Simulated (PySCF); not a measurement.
BaCl$_{2}$, triplet, geometry from GFN2-xTB (such geometries of metal compounds can be far from the true shape) (a higher spin typed on purpose: for a closed-shell molecule this is an excited state) (core potentials on Ba); PBE0/def2-SV(P) run with PySCF.

PySCF was given this input:
```python
from pyscf import gto, scf, dft

mol = gto.Mole()
mol.atom = '''
    Ba    0.447888    0.544766    0.617386
    Cl    0.188547   -0.673398   -1.886355
    Cl   -1.663942   -1.121126   -0.147388
'''
mol.basis = 'def2-sv(p)'
mol.ecp = {'Ba': 'def2-sv(p)'}
mol.charge = 0
mol.spin = 2
mol.verbose = 4
mol.build()

mf = dft.UKS(mol)
mf.xc = 'pbe0'
mf.kernel()
```

The log (banner, timings and long lists left out):

```
PySCF version 2.14.0

[INPUT] verbose = 4
[INPUT] num. atoms = 3
[INPUT] num. electrons = 44
[INPUT] charge = 0
[INPUT] spin (= nelec alpha-beta = 2S) = 2
[INPUT] symmetry False subgroup None
[INPUT] Mole.unit = angstrom
[INPUT] Symbol           X                Y                Z      unit          X                Y                Z       unit  Magmom
[INPUT]  1 Ba     0.447888000000   0.544766000000   0.617386000000 AA    0.846385654479   1.029458541975   1.166690453141 Bohr   0.0
[INPUT]  2 Cl     0.188547000000  -0.673398000000  -1.886355000000 AA    0.356302191608  -1.272537792830  -3.564694323704 Bohr   0.0
[INPUT]  3 Cl    -1.663942000000  -1.121126000000  -0.147388000000 AA   -3.144394667161  -2.118621091129  -0.278522954047 Bohr   0.0

nuclear repulsion = 123.616780860317
number of shells = 26
number of NR pGTOs = 149
number of NR cGTOs = 66
basis = def2-sv(p)
ecp = {'Ba': 'def2-sv(p)'}

******** <class 'pyscf.dft.uks.UKS'> ********
method = UKS
initial guess = minao
damping factor = 0
level_shift factor = 0
DIIS = <class 'pyscf.scf.diis.CDIIS'>
diis_start_cycle = 1
diis_space = 8
diis_damp = 0
SCF conv_tol = 1e-09
SCF conv_tol_grad = None
SCF max_cycles = 50
direct_scf = True
direct_scf_tol = 1e-13
number electrons alpha = 23  beta = 21
XC library pyscf.dft.libxc version 7.1.2
    S. Lehtola, C. Steigemann, M. J. T. Oliveira, and M. A. L. Marques,  SoftwareX 7, 1–5 (2018)
XC functionals = pbe0
    C. Adamo and V. Barone,  J. Chem. Phys. 110, 6158 (1999)
    M. Ernzerhof and G. E. Scuseria,  J. Chem. Phys. 110, 5029 (1999)
radial grids:
    Treutler-Ahlrichs [JCP 102, 346 (1995); DOI:10.1063/1.469408] (M4) radial grids

becke partition: Becke, JCP 88, 2547 (1988); DOI:10.1063/1.454033
pruning grids: <function nwchem_prune>
grids dens level: 3
symmetrized grids: False
atomic radii adjust function: <function treutler_atomic_radii_adjust>
small_rho_cutoff = 0
Set gradient conv threshold to 3.16228e-05
tot grids = 61688
init E= -935.339547863247

cycle= 1 E= -945.272191150322  delta_E= -9.93  |g|= 0.24  |ddm|= 2.14

cycle= 2 E= -945.298481309409  delta_E= -0.0263  |g|= 0.165  |ddm|=  1.2

cycle= 3 E= -945.31421020735  delta_E= -0.0157  |g|= 0.0172  |ddm|= 0.23

cycle= 4 E= -945.314645381836  delta_E= -0.000435  |g|= 0.00583  |ddm|= 0.068

cycle= 5 E= -945.314794904727  delta_E= -0.00015  |g|= 0.00297  |ddm|= 0.0457

cycle= 6 E= -945.314861764587  delta_E= -6.69e-05  |g|= 0.0014  |ddm|= 0.0333

cycle= 7 E= -945.314890973848  delta_E= -2.92e-05  |g|= 0.00049  |ddm|= 0.0314

cycle= 8 E= -945.314893510116  delta_E= -2.54e-06  |g|= 0.000187  |ddm|= 0.0105

cycle= 9 E= -945.314893625476  delta_E= -1.15e-07  |g|= 6.8e-05  |ddm|= 0.00139

cycle= 10 E= -945.314893665091  delta_E= -3.96e-08  |g|= 4.89e-05  |ddm|= 0.000792

cycle= 11 E= -945.314893683179  delta_E= -1.81e-08  |g|= 3.11e-05  |ddm|= 0.000635

cycle= 12 E= -945.314893688501  delta_E= -5.32e-09  |g|= 9.22e-06  |ddm|= 0.000408

cycle= 13 E= -945.314893689103  delta_E= -6.02e-10  |g|= 2.78e-06  |ddm|= 0.000154

Extra cycle  E= -945.314893689125  delta_E= -2.23e-11  |g|= 1.8e-06  |ddm|= 1.92e-05
converged SCF energy = -945.314893689125  <S^2> = 2.0033344  2S+1 = 3.0022221
```
